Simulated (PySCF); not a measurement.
Ga⁺ (gallium, charge +1) across methods

[Ar] 3d10 4s2, closed-shell 1S. Computed with PySCF 2.14 in aug-cc-pwCVDZ-PP with ECP10MDF, with scalar relativity through the core potential.

```json
{"method": "r2SCAN", "E (hartree)": "-259.1095", "mean ε 3p (eV)": "-110.57", "mean ε 3d (eV)": "-28.083", "mean ε 4s (eV)": "-16.582", "Σ⟨r²⟩ (bohr²)": "23.91", "⟨S²⟩": "0.000"}
{"method": "UHF", "E (hartree)": "-258.08841", "mean ε 3p (eV)": "-132.80", "mean ε 3d (eV)": "-40.057", "mean ε 4s (eV)": "-19.036", "Σ⟨r²⟩ (bohr²)": "24.50", "⟨S²⟩": "0.000"}
{"method": "PBE0", "E (hartree)": "-259.1843", "mean ε 3p (eV)": "-113.46", "mean ε 3d (eV)": "-31.056", "mean ε 4s (eV)": "-17.147", "Σ⟨r²⟩ (bohr²)": "24.02", "⟨S²⟩": "0.000"}
{"method": "wB97X", "E (hartree)": "-259.2579", "mean ε 3p (eV)": "-114.76", "mean ε 3d (eV)": "-33.411", "mean ε 4s (eV)": "-19.651", "Σ⟨r²⟩ (bohr²)": "23.96", "⟨S²⟩": "0.000"}
{"method": "LDA", "E (hartree)": "-258.7989", "mean ε 3p (eV)": "-106.69", "mean ε 3d (eV)": "-27.966", "mean ε 4s (eV)": "-16.595", "Σ⟨r²⟩ (bohr²)": "23.89", "⟨S²⟩": "0.000"}
{"method": "revPBE", "E (hartree)": "-259.2865", "mean ε 3p (eV)": "-106.68", "mean ε 3d (eV)": "-27.673", "mean ε 4s (eV)": "-16.127", "Σ⟨r²⟩ (bohr²)": "24.05", "⟨S²⟩": "0.000"}
{"method": "PBE", "E (hartree)": "-259.2298", "mean ε 3p (eV)": "-106.71", "mean ε 3d (eV)": "-27.733", "mean ε 4s (eV)": "-16.238", "Σ⟨r²⟩ (bohr²)": "24.01", "⟨S²⟩": "0.000"}
{"method": "PW91", "E (hartree)": "-259.3313", "mean ε 3p (eV)": "-106.83", "mean ε 3d (eV)": "-27.846", "mean ε 4s (eV)": "-16.342", "Σ⟨r²⟩ (bohr²)": "23.98", "⟨S²⟩": "0.000"}
{"method": "r2SCAN0", "E (hartree)": "-259.0935", "mean ε 3p (eV)": "-116.19", "mean ε 3d (eV)": "-31.327", "mean ε 4s (eV)": "-17.421", "Σ⟨r²⟩ (bohr²)": "23.96", "⟨S²⟩": "0.000"}
```

Energies and moments cover only the electrons outside the core potential.
